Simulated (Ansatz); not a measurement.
`C[N]=[W](=[O])([OH])[Cl]` + H₂O → `C[N]=[W](=[O])([OH])[OH]` + HCl at 600 K and 1 bar (formal hydrolysis of a W–Cl bond).

Computed with Ansatz on PBE0-D4/def2-TZVP structures; ΔE is electronic, products minus reactants. CCSD(T)/CBS is the MP2 limit (def2-TZVPP, def2-QZVPP) plus CCSD(T) − MP2 in def2-TZVPP, frozen cores. This one scheme is used for every species. Elements past krypton have def2 core potentials. For W outer-core shells are correlated without core-valence functions, which leaves a few kJ/mol of doubt a bond. Each species was taken in one conformer, which may not be the lowest.

```tsv
species	CCSD(T)/CBS energy (Eh)	H − E (kJ/mol)	S (J/(mol·K))
`C[N]=[W](=[O])([OH])[Cl]`	-772.41691	227.4	492.4
H₂O	-76.37941	76.8	212.8
`C[N]=[W](=[O])([OH])[OH]`	-388.40000	262.8	496.1
HCl	-460.38127	35.4	207.2
```

H − E and S are ideal-gas, rigid-rotor, harmonic terms from PBE0-D4/def2-TZVP, for one conformer and one mirror image of each species. 1 Eh = 2625.50 kJ/mol, R = 8.31446 J/(mol·K).

Question: By hand: ΔE, ΔH, ΔS and ΔG.

Answer: ΔE = (-388.40000) + (-460.38127) − (-772.41691) − (-76.37941) = 0.01505 Eh = 39.5 kJ/mol. Δ(H − E) = 262.8 + 35.4 − 227.4 − 76.8 = -6.0, so ΔH = 33.5 kJ/mol. ΔS = 496.1 + 207.2 − 492.4 − 212.8 = -1.9 J/(mol·K). ΔG = 33.5 − 600 × (-1.9)/1000 = 34.6 kJ/mol.

Question: By hand: the equilibrium constant, and the temperature at which ΔG would vanish if ΔH and ΔS stayed fixed.

Answer: log₁₀ K = −ΔG/(RT ln 10) = -3.0. ΔH and −TΔS have one sign here, so there is no such temperature. One of them is within its doubt of zero, so this could turn.

The number of gas molecules stays the same, so ΔS is small and ΔH decides. A doubt of 5 kJ/mol in ΔE shifts log₁₀ K by 0.4 here. Other conformers and mirror images would add mixing entropy, several J/(mol·K) or more a flexible species. These are equilibria of isolated gas molecules and say nothing of rates. Largest T1 diagnostic: 0.021 (customary marks: 0.02 for closed shells, 0.045 for open ones).
